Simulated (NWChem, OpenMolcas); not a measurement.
**The same job for NWChem**

This OpenMolcas 26.06 job computes CH4F2OSi (SMILES C[Si](O)(F)F):

calc.input:
```
>>> EXPORT MOLCAS_PRINT=2

&GATEWAY
 BasLib
 $CurrDir
 Coord
 9
 angstrom
 C       -1.189400       0.338900      -0.162200
 Si       0.580100      -0.130700      -0.192500
 O        1.083400      -0.479900       1.308000
 F        0.827400      -1.374000      -1.151900
 F        1.471900       1.032700      -0.807900
 H       -1.795500      -0.480100       0.229600
 H       -1.342100       1.213300       0.473300
 H       -1.540100       0.577500      -1.168100
 H        1.992700      -0.743900       1.454700
 Basis
 STO-3G
 Group
 NoSym

&SEWARD

&SCF
 Thresholds
 1e-10 1e-07 1e-07 1e-05
 PrOrbitals
 1 1

&ALASKA
```

```bash
$ export MOLCAS_MEM=1860
$ pymolcas calc.input > calc.log
```

(Basis files named in the input come from the Basis Set Exchange and aren't shown.)

The shape is that of a PBE0-D4/def2-TZVP optimisation. This is one conformer, not always the lowest.

The shape isn't stationary at this level (largest force 1.8 eV/Å).

It gives a total energy of -595.339293 Eh.

**Question.** Write the same calculation for NWChem 7.3.0 as an input file of the program's own.

**Answer.** One way, which was run:

job.nw:
```
start job
title "CH4F2OSi hf"
memory total 2200 mb
charge 0

geometry units angstrom noautosym nocenter noautoz
   C     -1.189400     0.338900    -0.162200
   Si     0.580100    -0.130700    -0.192500
   O      1.083400    -0.479900     1.308000
   F      0.827400    -1.374000    -1.151900
   F      1.471900     1.032700    -0.807900
   H     -1.795500    -0.480100     0.229600
   H     -1.342100     1.213300     0.473300
   H     -1.540100     0.577500    -1.168100
   H      1.992700    -0.743900     1.454700
end

basis spherical bse
   * library STO-3G
end

scf
   thresh 1e-08
   maxiter 80
   print medium
end

task scf gradient
```

```bash
$ nwchem job.nw > job.out
```

Its energy is -595.339293 Eh, the same as the first but for the last digit, at most.
